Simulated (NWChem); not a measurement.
C2H6OSe; SMILES COC[SeH]

```xyz
10

C     -0.8030     2.2036     0.0742
O      0.4383     1.7055    -0.3926
C      0.9103     0.5947     0.2871
Se    -0.0549    -1.1457    -0.0697
H     -1.0031     3.1207    -0.4836
H     -0.7618     2.4353     1.1502
H     -1.6133     1.4849    -0.1076
H      0.9065     0.7308     1.3759
H      1.9260     0.4075    -0.0621
H     -1.0539    -0.9794     1.0126
```
Atoms are numbered in this order, from 1.

Level: B3LYP/6-31G* (spherical d) (NWChem), optimised geometry, unscaled harmonic frequencies. This build's default masses of Se (78.918 u) and Br (79.917 u) are each other's, which moves their modes by up to 0.6 %.

Task: List the harmonic frequencies with IR intensities, and the thermochemistry.

Result: 
| frequency (cm⁻¹) | IR intensity (km/mol) |
|---|---|
| 130 | 4.3 |
| 177 | 3.2 |
| 210 | 1.6 |
| 303 | 4.2 |
| 424 | 3.8 |
| 571 | 55.6 |
| 687 | 5.6 |
| 952 | 30.2 |
| 980 | 54.1 |
| 1156 | 174.1 |
| 1188 | 6.4 |
| 1223 | 123.4 |
| 1311 | 22.7 |
| 1337 | 24.2 |
| 1487 | 0.3 |
| 1509 | 0.5 |
| 1516 | 6.5 |
| 1536 | 11.4 |
| 2395 | 47.4 |
| 3006 | 50.1 |
| 3050 | 44.3 |
| 3072 | 31.5 |
| 3154 | 24.3 |
| 3166 | 10.1 |

```
Property                                                                            Value
-----------------------------------------------------------------------  ----------------
zero-point energy                                                           49.4 kcal/mol
thermal correction to the enthalpy at 298.15 K (with zero-point energy)     53.6 kcal/mol
heat capacity Cv                                                         18.6 cal/(mol K)
entropy at 298.15 K and 1 atm (symmetry number 1)                        77.4 cal/(mol K)
dipole moment                                                                      2.08 D
```

Rigid rotor and harmonic oscillator.
